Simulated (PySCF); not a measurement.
Al⁺: ionisation energy

Al⁺ [Ne] 3s2 (1S) → Al²⁺ [Ne] 3s1 (2S), as a difference of total energies. Calculation: PySCF 2.14, in dyall-av3z (19s12p3d2f, 84 functions); no relativity, point nucleus. Correlated levels: valence: [Ne] frozen; virtual orbitals above 40 to 60 times the deepest correlated orbital energy dropped. The calculations carry no spin-orbit coupling.

```
       method  ionisation energy (eV)
          UHF                  17.520
          PBE                  18.758
         PBE0                  18.652
       r2SCAN                  18.381
         MN15                  18.624
      r2SCAN0                  18.408
       revPBE                  18.675
       PBEsol                  18.633
MP2 (valence)                  18.299
```

Estimate what SCS-MP2 (valence) gives.

18.454 eV, closest to r2SCAN0 among the rows shown.

Estimate what LDA gives.

18.892 eV, closest to PBE among the rows shown.

Errors of the correlated levels include the incompleteness of this basis and the frozen core.

MP2 underrates the near-degeneracy of ns² with np² in the lower species.

For comparison: 18.829 eV (measured; NIST Atomic Spectra Database, ionization energies).
